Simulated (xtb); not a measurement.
CS, charge +1, doublet, geometry from GFN2-xTB (a state made from the parent by changing its charge; the spin is typed, not shown lowest), atoms displaced at random by about 0.1 Å a coordinate; xtb with GFN1-xTB.

xtb was given this input:
```
$ xtb mol.xyz --gfn 1 --chrg 1 --uhf 1 --opt extreme --json

# file mol.xyz
2

C     -0.01012821    -0.01442412    -0.99128096
S      0.02194810    -0.09581031     0.33233289
```

Predict the main parts of the log of this xtb run.


```
   ID    Z sym.   atoms
    1    6 C      1
    2   16 S      2

           -------------------------------------------------
          |                Calculation Setup                |
           -------------------------------------------------

           -------------------------------------------------
          |                 G F N 1 - x T B                 |
           -------------------------------------------------

          ...................................................
          :                      SETUP                      :
          :.................................................:
          :  # basis functions                  14          :
          :  # atomic orbitals                  13          :
          :  # shells                            5          :
          :  # electrons                         9          :
          :  # halogen bonds                     0          :
          :  max. iterations                   250          :
          :  Hamiltonian                  GFN1-xTB          :
          :  restarted?                      false          :
          :  GBSA solvation                  false          :
          :  PC potential                    false          :
          :  electronic temp.          300.0000000     K    :
          :  accuracy                    1.0000000          :
          :  -> integral cutoff          0.2500000E+02      :
          :  -> integral neglect         0.1000000E-07      :
          :  -> SCF convergence          0.1000000E-05 Eh   :
          :  -> wf. convergence          0.2000000E-04 e    :
          :  Broyden damping             0.4000000          :
          :  net charge                          1          :
          :  unpaired electrons                  1          :
          ...................................................

 iter      E             dE          RMSdq      gap      omega  full diag
   1     -4.7541565 -0.475416E+01  0.103E+01    2.31       0.0  T
   2     -3.5979207  0.115624E+01  0.219E+01    5.33       1.0  T
   3     -5.1614511 -0.156353E+01  0.396E+00    3.79       1.0  T
   4     -5.1686381 -0.718706E-02  0.177E+00    3.74       1.0  T
   5     -5.1771417 -0.850362E-02  0.665E-02    3.60       1.1  T
   6     -5.1771422 -0.406811E-06  0.623E-02    3.60       1.1  T
   7     -5.1771441 -0.190407E-05  0.801E-04    3.61      88.3  T
   8     -5.1771441 -0.820650E-10  0.120E-04    3.61     589.3  T
   9     -5.1771441 -0.363327E-10  0.316E-06    3.61   22363.5  T

   *** convergence criteria satisfied after 9 iterations ***

         :::::::::::::::::::::::::::::::::::::::::::::::::::::
         ::                     SUMMARY                     ::
         :::::::::::::::::::::::::::::::::::::::::::::::::::::
         :: total energy              -4.983554175913 Eh    ::
         :: gradient norm              0.593160501618 Eh/a0 ::
         :: HOMO-LUMO gap              3.606545348483 eV    ::
         ::.................................................::
         :: SCC energy                -5.177144056021 Eh    ::
         :: -> electrostatic           0.219557168626 Eh    ::
         :: repulsion energy           0.193922059124 Eh    ::
         :: dispersion energy         -0.000332179016 Eh    ::
         :: halogen bond corr.         0.000000000000 Eh    ::
         :: add. restraining           0.000000000000 Eh    ::
         :: total charge               1.000000000000 e     ::
         :::::::::::::::::::::::::::::::::::::::::::::::::::::

      -----------------------------------------------------------
     |                   =====================                   |
     |                        A N C O P T                        |
     |                   =====================                   |
     |               Approximate Normal Coordinate               |
     |                Rational Function Optimizer                |
      -----------------------------------------------------------
      -----------------------------------------------------------
     |                   =====================                   |
     |                        A N C O P T                        |
     |                   =====================                   |
     |               Approximate Normal Coordinate               |
     |                Rational Function Optimizer                |
      -----------------------------------------------------------

          ...................................................
          :                      SETUP                      :
          :.................................................:
          :   optimization level           extreme          :
          :   max. optcycles                   200          :
          :   ANC micro-cycles                  20          :
          :   degrees of freedom                 1          :
          :.................................................:
          :   RF solver                   davidson          :
          :   write xtbopt.log                true          :
          :   linear (good luck)              true          :
          :   energy convergence         0.5000000E-07 Eh   :
          :   grad. convergence          0.5000000E-04 Eh/α :
          :   maxmium RF displ.          1.0000000          :
          :   Hlow (freq-cutoff)         0.1000000E-01      :
          :   Hmax (freq-cutoff)         5.0000000          :
          :   S6 in model hess.         20.0000000          :
          ...................................................

generating ANC from exact Hessian ...
Using Lindh-Hessian (1995)
 Shifting diagonal of input Hessian by    0.0000000000000000
 Lowest  eigenvalues of input Hessian
    0.000000    0.000000    0.000000    0.000000    0.000000    3.505167
 Highest eigenvalues
    0.000000    0.000000    0.000000    0.000000    0.000000    3.505167

........................................................................
[...]
 * total energy  :    -4.9835542 Eh     change       -0.1065814E-13 Eh
 * total energy  :    -5.0351508 Eh     change       -0.5159661E-01 Eh
 * total energy  :    -5.0371703 Eh     change       -0.2019468E-02 Eh
 * total energy  :    -5.0375434 Eh     change       -0.3731263E-03 Eh
 * total energy  :    -5.0375486 Eh     change       -0.5211530E-05 Eh
 * total energy  :    -5.0375486 Eh     change       -0.1027964E-07 Eh
 * total energy  :    -5.0375486 Eh     change       -0.3269636E-08 Eh
   *** GEOMETRY OPTIMIZATION CONVERGED AFTER 7 ITERATIONS ***
[...]
C           -0.01209571345965       -0.00943203673379       -1.07246906515043
S            0.02391560345965       -0.10080239326621        0.41352099515043

 Bond Distances (Angstroems)
 ---------------------------
C1-S2=1.4892         S2-C1=1.4892
 S  C  Rav=1.4892 sigma=0.0000  Rmin=1.4892  Rmax=1.4892     1

 selected bond angles (degree)
 --------------------

 selected dihedral angles (degree)
 ---------------------------------

           -------------------------------------------------
          |                Final Singlepoint                |
           -------------------------------------------------

          ...................................................
          :                      SETUP                      :
          :.................................................:
          :  # basis functions                  14          :
          :  # atomic orbitals                  13          :
          :  # shells                            5          :
          :  # electrons                         9          :
          :  # halogen bonds                     0          :
          :  max. iterations                   250          :
          :  Hamiltonian                  GFN1-xTB          :
          :  restarted?                      false          :
          :  GBSA solvation                  false          :
          :  PC potential                    false          :
          :  electronic temp.          300.0000000     K    :
          :  accuracy                    1.0000000          :
          :  -> integral cutoff          0.2500000E+02      :
          :  -> integral neglect         0.1000000E-07      :
          :  -> SCF convergence          0.1000000E-05 Eh   :
          :  -> wf. convergence          0.2000000E-04 e    :
          :  Broyden damping             0.4000000          :
          :  net charge                          1          :
          :  unpaired electrons                  1          :
          ...................................................

 iter      E             dE          RMSdq      gap      omega  full diag
   1     -5.1051397 -0.510514E+01  0.232E-07    3.42       0.0  T
   2     -5.1051397  0.355271E-14  0.485E-07    3.42  100000.0  T
   3     -5.1051397 -0.532907E-14  0.123E-07    3.42  100000.0  T

   *** convergence criteria satisfied after 3 iterations ***

         :::::::::::::::::::::::::::::::::::::::::::::::::::::
         ::                     SUMMARY                     ::
         :::::::::::::::::::::::::::::::::::::::::::::::::::::
         :: total energy              -5.037548607341 Eh    ::
         :: gradient norm              0.000000066141 Eh/a0 ::
         :: HOMO-LUMO gap              3.419713071881 eV    ::
         ::.................................................::
         :: SCC energy                -5.105139697491 Eh    ::
         :: -> electrostatic           0.212343322524 Eh    ::
         :: repulsion energy           0.067923180125 Eh    ::
         :: dispersion energy         -0.000332089975 Eh    ::
         :: halogen bond corr.         0.000000000000 Eh    ::
         :: add. restraining           0.000000000000 Eh    ::
         :: total charge               1.000000000000 e     ::
         :::::::::::::::::::::::::::::::::::::::::::::::::::::

           -------------------------------------------------
          |                Property Printout                |
           -------------------------------------------------

    * Orbital Energies and Occupations

         #    Occupation            Energy/Eh            Energy/eV
      -------------------------------------------------------------
         1        2.0000           -1.3340346             -36.3009
         2        2.0000           -1.0068082             -27.3966
         3        2.0000           -0.9142497             -24.8780
         4        2.0000           -0.9142497             -24.8780
         5        1.0000           -0.8536925             -23.2302 (HOMO)
         6                         -0.7280204             -19.8104 (LUMO)
         7                         -0.7280204             -19.8104
         8                         -0.5593768             -15.2214
         9                         -0.5045407             -13.7293
        10                         -0.5045407             -13.7293
        11                         -0.4264579             -11.6045
        12                         -0.4264579             -11.6045
        13                          0.4778169              13.0021
      -------------------------------------------------------------
                  HL-Gap            0.1256721 Eh            3.4197 eV
             Fermi-level           -0.8372577 Eh          -22.7829 eV

  Mulliken/CM5 charges         n(s)   n(p)   n(d)
     1C     0.59979  0.62483   1.331  2.069  0.000
     2S     0.40021  0.37517   1.901  3.678  0.021

Wiberg/Mayer (AO) data.
largest (>0.10) Wiberg bond orders for each atom

 ---------------------------------------------------------------------------
     #   Z sym  total        # sym  WBO       # sym  WBO       # sym  WBO
 ---------------------------------------------------------------------------
     1   6 C    2.897 --     2 S    2.897
     2  16 S    2.897 --     1 C    2.897
 ---------------------------------------------------------------------------

Topologies differ in total number of bonds
Writing topology from bond orders to xtbtopo.mol

 dipole moment from electron density (au)
     X       Y       Z
   0.0113  -0.1046  -0.6157  total (Debye):    1.588

optimized geometry written to: xtbopt.xyz

           -------------------------------------------------
          | TOTAL ENERGY               -5.037548607341 Eh   |
          | GRADIENT NORM               0.000000066141 Eh/α |
          | HOMO-LUMO GAP               3.419713071881 eV   |
           -------------------------------------------------

normal termination of xtb
```
